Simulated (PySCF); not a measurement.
## Simulated absorption spectrum

Species: (HGaS)3 ring, Ga3H3S3.
Cartesian coordinates in Å at the PBE0-D3(BJ)/def2-SVP level; atoms count from 1:
```xyz
9
Ga3H3S3 angstrom
Ga     0.9637    1.8424   -0.2814
H      1.6774    3.2124   -0.4847
S     -0.1055    1.5996    1.6315
Ga    -0.9441   -0.4282    1.8148
H     -1.6252   -0.7611    3.1756
S     -0.9792   -2.0480    0.3223
Ga     0.0256   -1.4385   -1.5411
H     -0.0286   -2.4608   -2.7154
S      1.1484    0.4127   -1.9473
```

Computed, not measured: TDDFT CAM-B3LYP/def2-SVPD, vertical, gas phase, core orbitals frozen in the response (PySCF 2.14.0, density-fitted response routines). Relativistic effects, spin–orbit coupling among them, are left out although an element past zinc is present.

Computed states:

```tsv
state	E (eV)	f
S1	5.15	0.0000
S2	5.36	0.0029
S3	5.55	0.057
S4	5.57	0.067
S5	5.59	0.0020
S6	5.60	0.015
S7	5.63	0.0098
S8	5.91	0.0007
S9	5.92	0.0021
S10	5.94	0.0002
S11	6.01	0.0030
S12	6.16	0.0010
S13	6.17	0.0015
S14	6.27	0.040
S15	6.27	0.031
```

Broadening: Gaussians 0.5 eV wide at half height, area fixed by f = 4.319×10⁻⁹ ∫ε dν̃. The cross-section is σ = 3.8235×10⁻²¹ ε cm², given in Mb (10⁻¹⁸ cm²). The width is an assumption, not a result. The curve ends short of the highest state used, and states not computed would add to its high-energy end.

(1) What does the envelope look like, and where are its maxima?

(2) On this curve, what absorbance would a 10⁻⁴ mol/L sample give at 266 nm over a 1 cm path?

(3) Coming from long wavelengths, where does ε first pass 100 L mol⁻¹ cm⁻¹?

## Answers

(1) 
λ (nm), σ (Mb) and a bar:
```
    218.6      28.62 ###########################
    220.0      30.36 #############################
    221.5      31.44 ##############################
    223.0      31.62 ##############################
    224.5      30.89 #############################
    225.9      29.47 ############################
    227.4      27.29 ##########################
    228.9      24.61 #######################
    230.3      21.85 #####################
    231.8      18.78 ##################
    233.3      15.78 ###############
    234.8      12.96 ############
    236.2      10.58 ##########
    237.7       8.35 ########
    239.2       6.46 ######
    240.6       5.00 #####
    242.1       3.74 ####
    243.6       2.75 ###
    245.1       1.99 ##
    246.5       1.45 #
    248.0       1.02 #
    249.5       0.71 #
    250.9       0.50 
    252.4       0.34 
    253.9       0.23 
    255.4       0.15 
    256.8       0.10 
    258.3       0.07 
    259.8       0.04 
    261.2       0.03 
    262.7       0.02 
    264.2       0.01 
    265.7       0.01 
    267.1       0.00 
    268.6       0.00 
    270.1       0.00 
    271.5       0.00 
    273.0       0.00 
    274.5       0.00 
    276.0       0.00 
    277.4       0.00 
    278.9       0.00 
    280.4       0.00 
    281.8       0.00
```

Maxima: 223 nm (5.57 eV), ε about 8300, made up of S3 (37%) and S4 (44%) (ε in L mol⁻¹ cm⁻¹; maxima over ε = 5, shares over 10%).

(2) 266 nm is 4.661 eV, where ε is about 1.7 L mol⁻¹ cm⁻¹, so A = ε c l ≈ 0.00017 (Beer–Lambert, with the gas-phase spectrum and the assumed width).

(3) At about 252 nm (4.92 eV), 0.23 eV below S1.

One conformer stands for the species.
